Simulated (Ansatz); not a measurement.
`CC[O][Ge]([F])([F])[O]CC`. Total charge 0; spin multiplicity 1. Geometry: relaxed with PBE0-D4/def2-TZVP. It is one conformer, not always the lowest.

```xyz
19

C    -3.075    0.827    0.400
C    -1.994    0.214   -0.450
O    -1.404   -0.862    0.284
Ge   -0.020   -1.690   -0.361
F    -0.372   -2.394   -1.879
F     0.310   -2.959    0.736
O     1.385   -0.701   -0.618
C     1.995   -0.033    0.488
C     3.095    0.848   -0.041
H    -3.836    0.084    0.645
H    -2.659    1.215    1.331
H    -3.554    1.650   -0.136
H    -2.411   -0.166   -1.390
H    -1.232    0.962   -0.702
H     1.250    0.564    1.028
H     2.398   -0.774    1.189
H     2.693    1.593   -0.731
H     3.590    1.369    0.782
H     3.839    0.253   -0.573
```

Problem. What is the dipole moment at r2SCAN/def2-TZVPP? (Estimate.)

Solution. Ansatz gave: 3.38 D, with components (0.04, 3.31, 0.71) D in this frame, pointing from negative to positive charge.

Problem. And with PBE, B3LYP, ωB97M-V? (Best estimate.)

Solution. Ansatz gave: PBE 3.28 D, B3LYP 3.42 D, ωB97M-V 3.38 D.

Problem. Give the Mulliken charges with r2SCAN, ωB97M-V, PBE in def2-TZVPP. (An estimate is asked.)

Solution. The calculation gave: 
| atom | r2SCAN | ωB97M-V | PBE |
| --- | --- | --- | --- |
| C1 | -0.12 | -0.29 | -0.24 |
| C2 | 0.09 | -0.05 | -0.02 |
| O3 | -0.39 | -0.37 | -0.31 |
| Ge4 | 1.04 | 1.04 | 0.89 |
| F5 | -0.34 | -0.34 | -0.31 |
| F6 | -0.34 | -0.34 | -0.31 |
| O7 | -0.39 | -0.37 | -0.31 |
| C8 | 0.09 | -0.05 | -0.02 |
| C9 | -0.12 | -0.29 | -0.24 |
| H10 | 0.05 | 0.11 | 0.09 |
| H11 | 0.04 | 0.10 | 0.08 |
| H12 | 0.04 | 0.09 | 0.08 |
| H13 | 0.06 | 0.12 | 0.10 |
| H14 | 0.05 | 0.11 | 0.08 |
| H15 | 0.05 | 0.11 | 0.08 |
| H16 | 0.06 | 0.12 | 0.10 |
| H17 | 0.04 | 0.10 | 0.08 |
| H18 | 0.04 | 0.09 | 0.08 |
| H19 | 0.05 | 0.11 | 0.09 |

B3LYP here is the variant with VWN-RPA as its local correlation; programs differ in this.
